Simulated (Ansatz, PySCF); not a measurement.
Dimer: CH3Cl (SMILES CCl) (first 5 atoms) with H2 (SMILES [H][H]); geometry from B3LYP-D3(BJ)/def2-TZVP.
(charge 0, multiplicity 1):
```xyz
7

C     -0.2693     1.0804    -0.4277
Cl    -0.1522    -0.7034    -0.2695
H     -1.1997     1.3174    -0.9347
H     -0.2559     1.5117     0.5687
H      0.5809     1.4279    -1.0066
H     -0.0957     0.4065     3.2490
H     -0.0886    -0.0494     2.6598
```

Interaction energies are E(AB) − E(A) − E(B) at the monomers' geometry in the complex; basis-set methods are counterpoise corrected.

Rows in 6-31G* carry no dispersion term and start afresh at each structure (6-31G* with six Cartesian d functions).

Programs: Ansatz (Gaussian basis) for Hartree–Fock, density functionals and correlated methods; PySCF for 6-31G* rows, the dispersion terms. 

### Question
One of these levels gives -18.2 meV for the interaction energy. Name it.
A. HF/6-31G*
B. PBE0/def2-TZVPPD
C. PBE0-D4/def2-TZVPPD

### Answer
B, PBE0/def2-TZVPPD. The others give 13.7 (HF/6-31G*), -33.1 (PBE0-D4/def2-TZVPPD)

Ansatz is a first-principles code.
